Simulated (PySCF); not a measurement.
Two-component Hartree-Fock for Nb⁺ (niobium, charge +1)

Start: [Kr] 4d4; 4d5/2 filled at m_j = -1/2, +1/2, +3/2, +5/2. Calculated with PySCF 2.14 in x2c-TZVPall-2c: generalised Hartree-Fock with the X2C-1e Hamiltonian and a Gaussian nucleus; one run each with spin-orbit coupling (SO) switched off, then screened by Boettger's factors. This is a chosen level, not necessarily the ground level.

| spinor shell | electrons | ε, spin-free (eV) | ε, screened SO (eV) | weight of nominal j (screened SO) | rms radius, screened SO (bohr) |
| --- | --- | --- | --- | --- | --- |
| 1s1/2 | 2 | -19093.5 | -19092.6 | 1.000 | 0.0415 |
| 2s1/2 | 2 | -2749.5 | -2749.3 | 1.000 | 0.171 |
| 2p1/2 | 2 | -2449.4 | -2515.5 | 1.000 | 0.149 |
| 2p3/2 | 4 | -2449.4 | -2418.4 | 1.000 | 0.154 |
| 3s1/2 | 2 | -495.59 | -495.55 | 1.000 | 0.471 |
| 3p1/2 | 2 | -394.72 | -405.90 | 1.000 | 0.471 |
| 3p3/2 | 4 | -394.72 | -389.49 | 1.000 | 0.482 |
| 3d3/2 | 4 | -229.78 | -231.57 | 0.981 | 0.471 |
| 3d5/2 | 6 | -229.78 | -228.58 | 0.987 | 0.475 |
| 4s1/2 | 2 | -78.663 | -78.672 | 1.000 | 1.25 |
| 4p1/2 | 2 | -49.617 | -52.711 | 0.685 | 1.41 |
| 4p3/2 | 4 | -49.617 | -48.140 | 0.842 | 1.41 |
| 4d5/2 | 4 | -14.537 | -14.527 | 0.676 | 2.20 |

```tsv
quantity	spin-free	screened SO
E (hartree)	-3816.80754	-3817.21239
M_J	4	4
⟨J²⟩	20.043	20.037
⟨L²⟩	6.040	6.069
⟨S²⟩	6.003	5.997
```

Each row is a mean over spinors that exchange with the open shell spreads, by up to 7.149 eV (4p3/2).

Rows whose weight is well below 1 are mixtures of j = l ± 1/2: exchange outweighs spin-orbit coupling there, and the label is only the starting occupation.

Breit and QED terms are absent; they matter most for the inner s and p1/2 levels.

Densities and radii are taken from the X2C orbitals without a picture-change correction, which distorts them close to the nucleus.

Without spin-orbit coupling the j labels of p, d and f shells carry no meaning; the spin-free column gives the mean over the occupied spinors of each nl shell.
